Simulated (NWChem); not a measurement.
Molecule: CH2F3In; SMILES F[C](F)(F)[InH2]

```xyz
7

In    -0.0030    -1.0207    -0.0034
C     -0.0053     1.2073    -0.0054
F     -1.2105     1.7474    -0.2498
F      0.8360     1.7201    -0.9214
F      0.3926     1.6839     1.1915
H      1.5473    -1.7760     0.0076
H     -1.5338    -1.8157     0.0067
```
Atoms are numbered in this order, from 1.

All runs: NWChem. The geometry was optimised at PBE0/def2-SVP (def2 core potentials past Kr).

Task: What does the run give for Hartree-Fock/STO-3G (all-electron, non-relativistic)? Quantities: highest occupied level (eV); orbital gap (eV); dipole (D).

Result: 
| Item | Value |
|---|---|
| highest occupied level (eV) | -7.33 |
| orbital gap (eV) | 12.34 |
| dipole (D) | 2.54 |
